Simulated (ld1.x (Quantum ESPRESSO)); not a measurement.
## An all-electron radial function and its pseudo partner (hafnium)

Columns: radius, all-electron u(r) and pseudo u(r) of the 5p shell (level -62.55 eV) of hafnium in the configuration [Kr] 4d10 4f14 5s2 5p6 5d1 6s0 6p0; PBEsol, scalar-relativistic, TM scheme, ld1.x (Quantum ESPRESSO) 7.5.

| r (bohr) | all-electron | pseudo |
| --- | --- | --- |
| 0.132 | -0.3176 | -0.0283 |
| 0.265 | 0.1526 | -0.1109 |
| 0.398 | 0.5146 | -0.2391 |
| 0.530 | 0.2349 | -0.3972 |
| 0.663 | -0.2364 | -0.5692 |
| 0.795 | -0.6271 | -0.7313 |
| 0.928 | -0.8743 | -0.8642 |
| 1.060 | -0.9881 | -0.9480 |
| 1.193 | -1.0059 | -0.9748 |
| 1.325 | -0.9616 | -0.9469 |
| 1.458 | -0.8814 | -0.8772 |
| 1.590 | -0.7851 | -0.7846 |
| 1.723 | -0.6837 | -0.6837 |
| 1.855 | -0.5862 | -0.5862 |
| 1.988 | -0.4954 | -0.4954 |
| 2.120 | -0.4148 | -0.4148 |
| 2.252 | -0.3443 | -0.3443 |
| 2.385 | -0.2834 | -0.2834 |
| 2.518 | -0.2318 | -0.2318 |
| 2.650 | -0.1890 | -0.1890 |
| 2.782 | -0.1533 | -0.1533 |
| 2.915 | -0.1238 | -0.1238 |
| 3.048 | -0.0995 | -0.0995 |
| 3.180 | -0.0799 | -0.0799 |
| 3.312 | -0.0640 | -0.0640 |
| 3.445 | -0.0510 | -0.0510 |

Problem. How many radial nodes do the two functions have?

Solution. The all-electron 5p function has n − l − 1 = 3 (the table is too coarse to show those close to the nucleus); the pseudo-wave has 0, since the states of the same l below it are removed with the core.

Problem. At about which radius was the pseudo-wave matched?

Solution. 1.80 bohr, where the columns begin to agree (steps of 0.13 bohr).

Problem. Where does each function peak?

Solution. Outermost all-electron maximum near 1.19 bohr, pseudo maximum near 1.19 bohr (to the table’s step).

Problem. Is the pseudo-wave norm-conserving?

Solution. Yes: the TM scheme keeps the norm inside the radius equal to the all-electron one, which fixes the energy derivative of the logarithmic derivative at the level.
